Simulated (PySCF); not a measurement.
C₂F₅, SMILES F[C](F)C(F)(F)F (connectivity only; charge and spin as stated), charge +1, multiplicity 1. Atoms are numbered in the order given.

```xyz
7

F      1.5241    -0.0155    -1.0521
C      0.8873    -0.0282     0.0000
F      1.5241    -0.0155     1.0521
C     -0.6922    -0.0072     0.0000
F     -0.9960     1.2657     0.0000
F     -1.0911    -0.6055     1.0803
F     -1.0911    -0.6055    -1.0803
```
Charge +1, spin multiplicity 1.

Coordinates come from a PBE0-D3(BJ)/def2-SVP optimisation. The multiplicity is an assumed one; no other spin state was optimised. The isomer is the one that the SMILES or the coordinates give; other isomers of the formula were not compared.

Level of theory: SMD-ωB97X/6-31G* in PySCF.

Solvation free energies are E(SMD) − E(gas) at the gas-phase geometry, for 1 M in both phases.

Question: Rank water, diethylether, acetonitrile by solvation free energy, most negative first.

Answer: acetonitrile (-67.2 kcal/mol), water (-65.4 kcal/mol), diethylether (-51.9 kcal/mol)
